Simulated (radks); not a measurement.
Charge is removed step by step from the 3p level of the copper ion Cu+, starting from [Ar] 3d10. All-electron calculation, scalar-relativistic Kohn-Sham, PBE, spin-unpolarised, spherical densities, point nucleus. Program: a radial shooting solver on a logarithmic mesh with Libxc functionals.

removed (e)  E - E(0) (eV)  eigenvalue (eV)  E minus straight line (eV)
0                    0.000          -80.794                       0.000
0.125               10.221          -82.814                      -0.957
0.25                20.699          -84.906                      -1.656
0.375               31.443          -87.067                      -2.090
0.5                 42.460          -89.291                      -2.250
0.625               53.760          -91.575                      -2.128
0.75                65.349          -93.916                      -1.717
0.875               77.233          -96.310                      -1.010
1                   89.420          -98.755                       0.000

Removing the whole electron costs 89.420 eV by Delta-SCF, against 80.794 eV from minus the eigenvalue at the starting occupation. Slater's transition state (half an electron removed) gives 89.291 eV. Integrating minus the eigenvalue over the occupation (Janak's theorem) gives 89.452 eV. In this scalar-relativistic scheme the density is built from large components alone, so the theorem holds only approximately. The mean slope of the eigenvalue, de/dn, is 18.0 eV per electron.
